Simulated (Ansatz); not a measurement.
Reaction (ligand exchange at a B–C bond): `BC(=C)[NH][GeH3]` + `CC[SeH]` → `B[Se]CC` + `C=C[NH][GeH3]`

Isolated molecules relaxed with PBE0-D4/def2-TZVP in Ansatz; ΔE leaves out vibrations. CCSD(T)/CBS is the MP2 limit (def2-TZVPP, def2-QZVPP) plus CCSD(T) − MP2 in def2-TZVPP, frozen cores. Functionals use def2-TZVPP. B3LYP here is the variant with VWN-RPA as its local correlation; programs differ in this. For Ge, Se outer-core shells are correlated without core-valence functions, which leaves a few kJ/mol of doubt a bond. Scalar relativity is left out up to krypton. One conformer a species, not always the lowest.

```json
{"level": "r2SCAN-D4", "ΔE (kcal/mol)": "-18.6", "difference from CCSD(T)/CBS": "-0.6"}
{"level": "B3LYP-D4", "ΔE (kcal/mol)": "-17.1", "difference from CCSD(T)/CBS": "0.9"}
{"level": "ωB97X-V", "ΔE (kcal/mol)": "-17.4", "difference from CCSD(T)/CBS": "0.6"}
{"level": "B2PLYP", "ΔE (kcal/mol)": "-18.0", "difference from CCSD(T)/CBS": "0.0"}
{"level": "PBE0", "ΔE (kcal/mol)": "-18.5", "difference from CCSD(T)/CBS": "-0.5"}
{"level": "B3LYP", "ΔE (kcal/mol)": "-17.7", "difference from CCSD(T)/CBS": "0.3"}
{"level": "MP2/def2-TZVPP", "ΔE (kcal/mol)": "-18.7", "difference from CCSD(T)/CBS": "-0.7"}
{"level": "SCS-MP2/def2-TZVPP", "ΔE (kcal/mol)": "-17.9", "difference from CCSD(T)/CBS": "0.1"}
{"level": "HF/CBS(def2)", "ΔE (kcal/mol)": "-16.5", "difference from CCSD(T)/CBS": "1.5"}
{"level": "CCSD/CBS(def2)", "ΔE (kcal/mol)": "-17.9", "difference from CCSD(T)/CBS": "0.1"}
{"level": "CCSD(T)/CBS", "ΔE (kcal/mol)": "-18.0", "difference from CCSD(T)/CBS": "0"}
```

Largest T1 diagnostic among the species: 0.012.

In def2-TZVPP, CCSD(T) changes the Hartree–Fock value by −1.3 kcal/mol (the triples alone add −0.1 kcal/mol) and MP2 by −2.0 kcal/mol.
